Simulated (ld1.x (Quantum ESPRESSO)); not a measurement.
**B (Z = 5): one change to a PAW potential, before and after**

B, PAW, made with ld1.x (Quantum ESPRESSO) 7.5 (PBE, scalar-relativistic). Core [He], reference 2s2 2p1. Waves: 2s (bound): rcut 1.30, rcutus 1.60 bohr; 2s channel at -0.1 Ry: rcut 1.30, rcutus 1.60 bohr; 2p (bound): rcut 2.60, rcutus 3.30 bohr; 2p channel at 1.85 Ry: rcut 2.60, rcutus 3.30 bohr; 3d channel at -0.1 Ry: rcut 3.30, rcutus 3.55 bohr; 3d channel at 1 Ry: rcut 3.30, rcutus 3.55 bohr. Local part: all-electron potential smoothed inside 2.50 bohr (lloc = -1). Core correction: a·sin(br)/r model core, default radius (core density twice the valence density). Augmentation charge: BESSEL, radius 1.50 bohr.

Change: waves 2p (bound): rcut 2.60, rcutus 3.04 bohr; 2p channel at 1.85 Ry: rcut 2.60, rcutus 3.04 bohr.

Cutoffs: the cutoffs (Ry, on a coarse ladder) from which the occupation-weighted sum of valence levels, in a spherical-Bessel basis at the reference potential, stays within 10 and 1 mRy of its value at 400 Ry; they do not see the model core or the augmentation charge, which bear on the density cutoff. Errors are all-electron minus pseudo energies relative to the spin-unpolarised reference configuration.

**Question.** What does the change do?

**Answer.** Both files are so soft that the ladder of cutoffs tells neither apart; of the 7 tests that both files solve, the error grows in 1 and shrinks in 4 by more than 15 % and 0.3 meV (median size 16.7 → 12.0 meV); the range in which the p phases agree narrows (upper end 3.3 → 0.6); neither file shows a bound ghost.

```tsv
quantity	base	changed
cutoff, loose	6 Ry	6 Ry
cutoff, tight	8 Ry	8 Ry
bound ghosts	none	none
error for 2s2 2p0, meV [ΔE 8.22 eV]	+21	+3.6
error for 2s1 2p0, meV [ΔE 33.64 eV]	-17	-16
error for 2s2 2p0.5, meV [ΔE 2.89 eV]	+2.8	+1.6
error for 2s1 2p2, meV [ΔE 5.85 eV]	+35	+17
error for 2s0 2p3, meV [ΔE 11.72 eV]	+3.1	+12
error for 2s1 2p1, meV [ΔE 14.36 eV]	+25	+15
error for 2s2 2p1.3, meV [ΔE -0.74 eV]	+0.9	+0.9
s: phases at 3.85 bohr within 0.05 rad from the reference energy up to (Ry; the scan ends near 5)	3.3	3.3
p: phases at 3.85 bohr within 0.05 rad from the reference energy up to (Ry; the scan ends near 5)	3.3	0.6
d: phases at 3.85 bohr within 0.05 rad from the reference energy up to (Ry; the scan ends near 5)	2.2	2.2
lowest overlap eigenvalue by channel	s 0.69, p 0.79, d 0.89	s 0.69, p 0.79, d 0.89
```
